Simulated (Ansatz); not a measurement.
Relaxation of BClH$_{7}$N$_{2}$P (12 atoms, charge 0, multiplicity 1), to a largest force component of 0.03 eV/Å in at most 50 steps.

The calculation used RKS PBE0/def2-SVP (Ansatz 0.2.0).

```xyz
12
Properties=species:S:1:pos:R:3
B 0.122 -0.311 0.100
N 0.104 -0.701 1.527
H -0.754 -0.978 1.980
H 0.928 -0.756 2.107
N 1.294 -0.034 -0.608
H 2.190 -0.017 -0.141
H 1.292 0.328 -1.549
Cl -1.453 -0.270 -0.744
P -0.691 2.626 0.794
H -2.105 2.445 0.792
H -0.724 3.551 1.887
H -0.460 1.492 1.622
```

Q: Where does it end, and by what steps?

A: The run converged. After 20 steps the energy has fallen by 0.255 eV; H11 moved furthest, 0.86 Å.

```tsv
step	energy less start (eV)	largest force component (eV/Å)	accepted
0	0.0000	2.078	yes
1	-0.1741	1.134	yes
2	-0.1360	1.247	no
3	-0.2261	0.109	yes
4	-0.2367	0.077	yes
5	-0.2414	0.043	yes
6	-0.2436	0.038	yes
7	-0.2455	0.050	yes
8	-0.2469	0.077	yes
9	-0.2480	0.084	yes
10	-0.2489	0.079	yes
11	-0.2493	0.122	yes
12	-0.2502	0.093	yes
13	-0.2512	0.054	yes
14	-0.2521	0.103	yes
15	-0.2526	0.077	yes
16	-0.2535	0.056	yes
17	-0.2540	0.053	yes
18	-0.2542	0.048	yes
19	-0.2544	0.050	yes
20	-0.2546	0.018	yes
```

```xyz
12
Properties=species:S:1:pos:R:3
B 0.326 -0.456 0.008
N 0.233 -0.649 1.400
H -0.653 -0.611 1.883
H 1.016 -0.905 1.984
N 1.512 -0.559 -0.741
H 2.411 -0.783 -0.339
H 1.532 -0.374 -1.733
Cl -1.182 -0.027 -0.871
P -1.156 3.241 1.094
H -2.432 2.601 1.078
H -1.366 3.810 2.390
H -0.496 2.086 1.614
```

Whether the end is a true minimum wasn't checked by a vibrational analysis.

The run took 41 s on 4 threads of Arm Neoverse V1 (shared host), peak memory 0.27 GiB.
